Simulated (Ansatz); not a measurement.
Geometry optimisation, RKS PBE/def2-SVP (Ansatz).

Input:

```yaml
crystal:
  periodic: [false, false, false]
  atoms:
    - { symbol: C, position_ang: [-1.3944, 0.3594, 1.0562] }
    - { symbol: B, position_ang: [0.0715, 0.5096, 0.5866] }
    - { symbol: Cl, position_ang: [1.3135, 1.1575, 1.7473] }
    - { symbol: C, position_ang: [0.5789, 0.0897, -0.8884] }
    - { symbol: "N", position_ang: [1.4722, -1.0197, -0.8416] }
    - { symbol: H, position_ang: [-1.5496, 0.7671, 2.0916] }
    - { symbol: H, position_ang: [-2.0472, 1.0371, 0.3888] }
    - { symbol: H, position_ang: [-1.7374, -0.6346, 0.9668] }
    - { symbol: H, position_ang: [0.9692, 0.9731, -1.3454] }
    - { symbol: H, position_ang: [-0.3877, -0.2335, -1.4429] }
    - { symbol: H, position_ang: [1.8017, -1.1881, -1.7754] }
    - { symbol: H, position_ang: [0.9864, -1.8727, -0.5095] }
basis:
  gaussian: { orbitals: def2-SVP }
hamiltonian:
  xc: pbe
relax:
  f_tol: 0.015
  max_steps: 40
```

Run as:

```bash
$ ansatz run input.yaml --threads 2 --pin off --max-ram 3072MiB --backend cpu --events-out ev --progress --plain --runs-dir out
```

Question: Where does it end, and by what steps?

Answer: The run converged. The force dipped under the threshold on the way, but the program's further checks kept it going. After 27 steps the energy has fallen by 0.547 eV; Cl3 moved furthest, 2.00 Å.

```tsv
step	energy less start (eV)	largest force component (eV/Å)	accepted
0	0.0000	3.282	yes
1	-0.3060	1.241	yes
2	-0.3508	0.160	yes
3	-0.3580	0.281	yes
4	-0.3771	0.404	yes
5	-0.3990	0.556	yes
6	-0.4407	0.366	yes
7	-0.4722	0.337	yes
8	-0.4934	0.204	yes
9	-0.5033	0.356	yes
10	-0.5127	0.293	yes
11	-0.5227	0.264	yes
12	-0.5335	0.107	yes
13	-0.5368	0.058	yes
14	-0.5387	0.059	yes
15	-0.5405	0.058	yes
16	-0.5417	0.178	yes
17	-0.5434	0.106	yes
18	-0.5434	0.106	yes
19	-0.5426	0.162	no
20	-0.5446	0.018	yes
21	-0.5456	0.033	yes
22	-0.5457	0.140	yes
23	-0.5465	0.033	yes
24	-0.5467	0.015	yes
25	-0.5469	0.015	yes
26	-0.5468	0.039	no
27	-0.5469	0.014	yes
```

```xyz
12
Properties=species:S:1:pos:R:3
C -1.451 0.694 1.013
B -0.106 -0.016 0.630
Cl 0.857 -0.782 1.925
C 0.413 -0.134 -0.848
N 1.810 -0.456 -1.062
H -1.197 1.687 1.452
H -2.109 0.887 0.142
H -2.021 0.154 1.796
H 0.134 0.806 -1.382
H -0.336 -0.883 -1.256
H 1.968 -0.851 -1.995
H 2.117 -1.162 -0.381
```

Whether the end is a true minimum wasn't checked by a vibrational analysis.

Run time: 100 s on 2 threads of Arm Neoverse N1 (shared host), peak memory 0.15 GiB.
